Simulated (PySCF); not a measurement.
FH3O3Sn, SMILES [OH][Sn]([OH])([OH])[F].

Geometry optimised at PBE0-D3(BJ)/def2-SVP. The structure was generated by enumeration; whether it is a known compound was not checked. The def2 effective core potentials stand for the cores of Sn; spin–orbit coupling is left out. The values are those of a single conformer.

These are PySCF 2.14.0 with TDDFT-CAM-B3LYP/def2-SVPD values and carry that method's errors.

Vertical excitations. 

Question: Estimate the UV-visible absorptions. (The exact figures need the calculation; the answer reports its results.)

Answer: 
| state | energy (eV) | λ (nm) | f | main pairs |
|---|---|---|---|---|
| S1 | 5.95 | 208 | 0.018 | HOMO→LUMO 80 % |
| S2 | 5.96 | 208 | 0.018 | HOMO−1→LUMO 80 % |
| S3 | 6.20 | 200 | 0.058 | HOMO−2→LUMO 90 % |
| S4 | 7.09 | 175 | 0.142 | HOMO−3→LUMO 87 % |
| S5 | 7.09 | 175 | 0.141 | HOMO−4→LUMO 87 % |
| S6 | 7.58 | 164 | 0.102 | HOMO−5→LUMO 88 % |
| S7 | 7.87 | 158 | 0.015 | HOMO−6→LUMO 87 % |
| S8 | 7.87 | 157 | 0.015 | HOMO−7→LUMO 87 % |
| S9 | 8.68 | 143 | 0.019 | HOMO→LUMO+1 29 %, HOMO−1→LUMO+2 27 %, HOMO−2→LUMO+3 14 %, HOMO→LUMO+2 10 % |
| S10 | 8.72 | 142 | 0.004 | HOMO−2→LUMO+2 26 %, HOMO−1→LUMO+1 12 %, HOMO→LUMO+3 11 %, HOMO→LUMO+2 11 % |
| T1 | 5.41 | 229 | 0 | HOMO→LUMO 89 % |
| T2 | 5.42 | 229 | 0 | HOMO−1→LUMO 89 % |
| T3 | 5.57 | 223 | 0 | HOMO−2→LUMO 88 % |
| T4 | 6.05 | 205 | 0 | HOMO−3→LUMO 89 % |
Triplets are in the Tamm–Dancoff approximation, which puts them higher than full response would, so one can lie above its singlet here.
